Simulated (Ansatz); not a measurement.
Reaction (SMILES): NB (BH2-NH2) → B[NH-] + H+
B3LYP-D3(BJ)/def2-TZVP geometries, fixed; electronic energies without zero-point terms.

The deprotonation energy at CCSD(T) with Ansatz (a quantum-chemistry and plane-wave program), in kcal/mol, split into its Hartree-Fock and correlation parts. Cores are frozen. The proton leaves the site shown, which need not be the most acidic. No added dispersion term, no relativity. Functions are those of the species that has most. These sets lack the diffuse functions that anions need.

```csv
basis,X,functions,Hartree-Fock,CCSD(T)
cc-pVDZ,2,48,404.08,396.97
cc-pVTZ,3,116,401.38,392.56
cc-pVQZ,4,230,399.80,390.21
```

Worked estimate of the basis-set limit from each neighbouring pair, with Hartree-Fock from the larger set and the correlation part extrapolated as X^-3.
Correlation parts: X = 2: -7.11, X = 3: -8.82, X = 4: -9.59.
- (2,3): (27·(-8.82) - 8·(-7.11))/19 = -9.54; with Hartree-Fock 401.38 the estimate is 391.84 kcal/mol.
- (3,4): (64·(-9.59) - 27·(-8.82))/37 = -10.15; with Hartree-Fock 399.80 the estimate is 389.65 kcal/mol.
The last two estimates differ by 2.19 kcal/mol; the largest set lies 0.56 from the last. Over the last step Hartree-Fock moves by -1.58 and the correlation part by -0.77.
